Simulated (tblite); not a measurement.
Input of a run (GFN2-xTB geometry optimisation, gas phase (tblite 0.8.0)), started from a force field or distance geometry:
```
{"job": {"kind": "relax", "xc": "GFN2-xTB", "basis": "xTB"}, "charge": 0, "multiplicity": 1}
C      2.398600    -1.096800     0.955700
C      1.155300    -0.521500     0.329700
C     -0.092400    -1.087900     0.386300
N     -0.905300    -0.237400    -0.306500
C     -2.345900    -0.385400    -0.536500
C     -3.118900     0.275400     0.561700
F     -2.814600     1.638500     0.654100
F     -4.464200     0.142600     0.339700
F     -2.859900    -0.276300     1.815300
N     -0.198400     0.786900    -0.744300
C      1.090800     0.656100    -0.379600
C      2.168200     1.618300    -0.701900
H      2.189600    -1.239200     2.057000
H      3.270400    -0.448600     0.826900
H      2.661200    -2.058100     0.455900
H     -0.419700    -2.015100     0.876100
H     -2.546700    -1.488700    -0.571200
H     -2.615300     0.108600    -1.500500
H      2.036200     2.604100    -0.167700
H      2.234000     1.766000    -1.813900
H      3.167900     1.275700    -0.382400
```

Output (eV, eV/Å):
```
step      E/eV     max force
  0   -1077.96392    2.736
  1   -1078.30999    1.053
  2   -1078.39718    0.895
  3   -1078.43652    0.457
  4   -1078.46715    0.332
  5   -1078.47716    0.351
  6   -1078.49401    0.260
  7   -1078.50016    0.187
  8   -1078.50382    0.112
  9   -1078.50616    0.130
 10   -1078.50888    0.143
 11   -1078.51098    0.130
 12   -1078.51247    0.108
 13   -1078.51365    0.094
 14   -1078.51500    0.094
 15   -1078.51663    0.103
 16   -1078.51829    0.093
 17   -1078.51962    0.070
 18   -1078.52062    0.059
 19   -1078.52142    0.064
 20   -1078.52210    0.069
 21   -1078.52269    0.052
 22   -1078.52320    0.048
 23   -1078.52361    0.046
 24   -1078.52395    0.036
 25   -1078.52424    0.039
 26   -1078.52449    0.036
 27   -1078.52472    0.039
 28   -1078.52493    0.028
 29   -1078.52512    0.035
 30   -1078.52527    0.033
 31   -1078.52538    0.023
 32   -1078.52548    0.020
 33   -1078.52558    0.022
 34   -1078.52570    0.027
 35   -1078.52585    0.029
 36   -1078.52605    0.031
 37   -1078.52631    0.040
 38   -1078.52665    0.053
 39   -1078.52708    0.055
 40   -1078.52758    0.045
 41   -1078.52815    0.055
 42   -1078.52889    0.065
 43   -1078.52983    0.095
 44   -1078.53091    0.095
 45   -1078.53188    0.061
 46   -1078.53264    0.061
 47   -1078.53329    0.059
 48   -1078.53403    0.078
 49   -1078.53493    0.081
 50   -1078.53590    0.083
 51   -1078.53673    0.079
 52   -1078.53718    0.088
 53   -1078.53786    0.058
 54   -1078.53838    0.040
 55   -1078.53887    0.048
 56   -1078.53917    0.044
 57   -1078.53957    0.040
 58   -1078.54005    0.045
 59   -1078.54074    0.069
 60   -1078.54152    0.078
 61   -1078.54221    0.063
 62   -1078.54273    0.050
 63   -1078.54316    0.048
 64   -1078.54365    0.061
 65   -1078.54424    0.069
 66   -1078.54503    0.061
 67   -1078.54596    0.064
 68   -1078.54675    0.061
 69   -1078.54736    0.059
 70   -1078.54837    0.075
 71   -1078.54921    0.094
 72   -1078.55010    0.100
 73   -1078.55105    0.088
 74   -1078.55267    0.085
 75   -1078.55507    0.084
 76   -1078.55699    0.100
 77   -1078.55970    0.137
 78   -1078.56196    0.136
 79   -1078.56134    0.244
 80   -1078.56558    0.100
 81   -1078.56654    0.104
 82   -1078.56749    0.064
 83   -1078.56821    0.062
 84   -1078.56880    0.050
 85   -1078.56969    0.050
 86   -1078.57061    0.055
 87   -1078.57147    0.073
 88   -1078.57231    0.082
 89   -1078.57319    0.088
 90   -1078.57437    0.075
 91   -1078.57539    0.057
 92   -1078.57602    0.044
 93   -1078.57628    0.040
 94   -1078.57657    0.034
 95   -1078.57684    0.033
 96   -1078.57707    0.030
 97   -1078.57722    0.026
 98   -1078.57735    0.024
 99   -1078.57747    0.023
100   -1078.57758    0.017
101   -1078.57765    0.017
102   -1078.57770    0.017
103   -1078.57775    0.017
104   -1078.57781    0.019
105   -1078.57788    0.017
106   -1078.57797    0.021
107   -1078.57810    0.027
108   -1078.57827    0.030
109   -1078.57846    0.028
110   -1078.57865    0.030
111   -1078.57880    0.035
112   -1078.57897    0.031
113   -1078.57918    0.036
114   -1078.57949    0.040
115   -1078.57976    0.052
116   -1078.58007    0.034
117   -1078.58022    0.028
118   -1078.58042    0.024
119   -1078.58051    0.015
120   -1078.58059    0.017
121   -1078.58066    0.022
122   -1078.58075    0.036
123   -1078.58084    0.036
124   -1078.58095    0.025
125   -1078.58110    0.032
126   -1078.58121    0.026
127   -1078.58141    0.039
128   -1078.58161    0.035
129   -1078.58187    0.036
130   -1078.58203    0.074
131   -1078.58242    0.075
132   -1078.58283    0.059
133   -1078.58372    0.081
134   -1078.58406    0.055
135   -1078.58455    0.031
136   -1078.58496    0.066
137   -1078.58531    0.031
138   -1078.58563    0.024
139   -1078.58579    0.020
140   -1078.58591    0.019
141   -1078.58598    0.016
142   -1078.58603    0.013
143   -1078.58606    0.011
144   -1078.58608    0.008
```

Summarise the run.

The energy falls by 60.0 kJ/mol over 144 L-BFGS steps, the largest force on an atom goes from 2.74 to 0.008 eV/Å, and the atoms move by 0.524 Å rms after alignment. The bond that changes most is C6–F7 (CF3 carbon to fluorine of a CF3 group), which shortens by 0.066 Å. Bonds longer at the end by more than 0.005 Å: 4 of 21; shorter: 15. Among the angles that change most is N4–C5–H17, from 106.3° to 111.6°. Among the dihedrals that turn most is H14–C1–C2–C11, from 3° to 61°. The energy rose by more than 1e-5 eV at step 79. The first step brought 56 % of the lowering.

What are the final bond lengths?

C1–C2 1.488 Å, C2–C3 1.373 Å, C3–N4 1.357 Å, N4–C5 1.429 Å, C5–C6 1.532 Å, C6–F7 1.333 Å, C6–F8 1.342 Å, C6–F9 1.341 Å, N4–N10 1.337 Å, N10–C11 1.318 Å, C11–C12 1.485 Å, C2–C11 1.417 Å, C1–H13 1.087 Å, C1–H14 1.090 Å, C1–H15 1.090 Å, C3–H16 1.071 Å, C5–H17 1.096 Å, C5–H18 1.094 Å, C12–H19 1.089 Å, C12–H20 1.086 Å, C12–H21 1.089 Å. Numbering counts from 1 in the input's order; the species is `Cc1cn(CC(F)(F)F)nc1C`.

Its GFN2-xTB frequencies are all real (lowest 25 cm⁻¹). The numbers are those of one conformer.

All values are computed, not measured.
